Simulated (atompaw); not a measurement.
## Ru: variants of one PAW (atompaw) potential

Base potential:

atompaw 4.2.0.5 input, output lines left out:

```
Ru 44
GGA-PBE scalarrelativistic loggrid 1500 logderivrange -2 5 176
5 5 4 0 0 0
5 0 1
5 1 0
4 2 7
0 0 0
c
c
c
c
v
c
c
c
v
c
v
2
2.90 2.25 2.65 1.50
y
1.5
n
y
3.35
n
y
4.4
n
bloechl sinc
3 -0.5 troulliermartins
```

All-electron outer shells of the reference configuration (PBE, scalar-relativistic, ld1.x):

```
shell  level (eV)  outermost node (bohr)  outermost maximum (bohr)
   4s      -76.37                   0.48                      0.92
   4p      -46.42                   0.49                      0.98
   4d       -5.20                   0.48                      1.21
   5s       -4.24                   1.24                      2.73
   5p       -0.91                   1.41                      3.97
```

Cutoffs, loose and tight: the cutoffs (Ry, on a coarse ladder) from which the occupation-weighted sum of valence levels, in a spherical-Bessel basis at the reference potential, stays within 10 and 1 mRy of its value at 400 Ry. They see the waves, projectors and local potential, not the compensation charge or the core. A dash means not determined.

A true bound ghost makes a file unfit for plane-wave use even where its test errors are small: the radial tests pick states by their node count and pass the ghost by.

| change | outcome | cutoff, loose | cutoff, tight | bound ghosts |
| --- | --- | --- | --- | --- |
| base | generated | 25 Ry | 30 Ry | none |
| all radii scaled by about 0.86 (s 2.48, p 2.48, d 2.48 bohr); local potential troulliermartins scheme with l = 3 at -0.5 Ry, radius 2.26 bohr; augmentation sinc compensation charge, radius 1.92 bohr; PAW radius 2.48 bohr; waves and projectors: bloechl; core correction smooth core density matched at 1.28 bohr | generated | 35 Ry | 40 Ry | s, p |
| all radii scaled by about 0.92 (s 2.66, p 2.66, d 2.66 bohr); local potential troulliermartins scheme with l = 3 at -0.5 Ry, radius 2.44 bohr; augmentation sinc compensation charge, radius 2.06 bohr; PAW radius 2.66 bohr; waves and projectors: bloechl; core correction smooth core density matched at 1.38 bohr | generated | 30 Ry | 35 Ry | s |
| all radii scaled by about 1.08 (s 3.12, p 3.12, d 3.12 bohr); local potential troulliermartins scheme with l = 3 at -0.5 Ry, radius 2.86 bohr; augmentation sinc compensation charge, radius 2.42 bohr; PAW radius 3.12 bohr; waves and projectors: bloechl; core correction smooth core density matched at 1.62 bohr | generated | 21 Ry | 25 Ry | none |
| all radii scaled by about 1.29 (s 3.74, p 3.74, d 3.74 bohr); local potential troulliermartins scheme with l = 3 at -0.5 Ry, radius 3.42 bohr; augmentation sinc compensation charge, radius 2.90 bohr; PAW radius 3.74 bohr; waves and projectors: bloechl; core correction smooth core density matched at 1.94 bohr | generated | 15 Ry | 18 Ry | none |

What comes out with this change to the base: all radii scaled by about 0.74 (s 2.16, p 2.16, d 2.16 bohr); local potential troulliermartins scheme with l = 3 at -0.5 Ry, radius 1.98 bohr; augmentation sinc compensation charge, radius 1.68 bohr; PAW radius 2.16 bohr; waves and projectors: bloechl; core correction smooth core density matched at 1.12 bohr?

outcome: generated; cutoff, loose: 45 Ry; cutoff, tight: 50 Ry; bound ghosts: s, p.

What comes out with this change to the base: all radii scaled by about 1.21 (s 3.52, p 3.52, d 3.52 bohr); local potential troulliermartins scheme with l = 3 at -0.5 Ry, radius 3.22 bohr; augmentation sinc compensation charge, radius 2.74 bohr; PAW radius 3.52 bohr; waves and projectors: bloechl; core correction smooth core density matched at 1.82 bohr?

outcome: generated; cutoff, loose: 18 Ry; cutoff, tight: 18 Ry; bound ghosts: none.

What comes out with this change to the base: all radii scaled by about 1.13 (s 3.28, p 3.28, d 3.28 bohr); local potential troulliermartins scheme with l = 3 at -0.5 Ry, radius 3.00 bohr; augmentation sinc compensation charge, radius 2.56 bohr; PAW radius 3.28 bohr; waves and projectors: bloechl; core correction smooth core density matched at 1.70 bohr?

outcome: generated; cutoff, loose: 18 Ry; cutoff, tight: 21 Ry; bound ghosts: none.

Reading the sweep of the scale of all radii (base = 1) (base included, trends over the rows without a ghost): The loose cutoff falls from 25 Ry at 1 to 15 Ry at 1.29. A larger radius leaves more room for a smooth pseudo-wave, so fewer plane waves are needed; a smaller one forces it to follow the all-electron wave where it bends sharply. Bound ghosts are found at 0.74, 0.86, 0.92.
